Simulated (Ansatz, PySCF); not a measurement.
C4H9Cl3Sn, SMILES CCC[CH2][Sn]([Cl])([Cl])[Cl].

The structure is a stationary point at B3LYP-D3(BJ)/def2-SVP. The isomer is the one that the SMILES or the coordinates give; other isomers of the formula were not compared. The def2 effective core potentials stand for the cores of Sn; spin–orbit coupling is left out. One conformer was computed; it need not be the lowest.

Vertical ionisation energy (IE) and electron affinity (EA) in eV. Rows of orbital energies are one-electron estimates. Where ΔSCF, EOM or ADC give a negative EA the extra electron is unbound and the value depends on the basis.

```
level                                                                   IE    EA
-------------------------------------------------------------------  -----  ----
−ε(HOMO), −ε(LUMO), B3LYP/def2-SVP (PySCF)                            8.24  2.37
ΔSCF, PBE0/def2-SVPD (Ansatz), final states of multiplicity 2 and 2  10.37  0.94
```

### Question
What vertical singlet–triplet gap does ΔSCF give with PBE0/def2-SVPD (Ansatz, a first-principles code)? (Estimate from the structure and the level; the computed values follow.)

### Answer
4.51 eV (triplet above singlet where positive).
